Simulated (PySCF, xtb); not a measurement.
WSCl4, SMILES [Cl][W]([Cl])([Cl])([Cl])=[S], multiplicity 1.

GFN2-xTB (xtb 6.7.1) at its own geometry gives an orbital gap of 1.64 eV and a dipole moment of 2.14 D.

Coordinates come from a B3LYP-D3(BJ)/def2-SVP optimisation. The multiplicity is an assumed one; no other spin state was optimised. The isomer is the one that the SMILES or the coordinates give; other isomers of the formula were not compared. The def2 effective core potentials stand for the cores of W; spin–orbit coupling is left out.

### Question
What does PBE/def2-TZVP in PySCF give? (The exact figures need the calculation; the answer reports its results.)

### Answer
gap 2.53 eV (levels -7.38 and -4.86 eV), dipole 1.58 D.
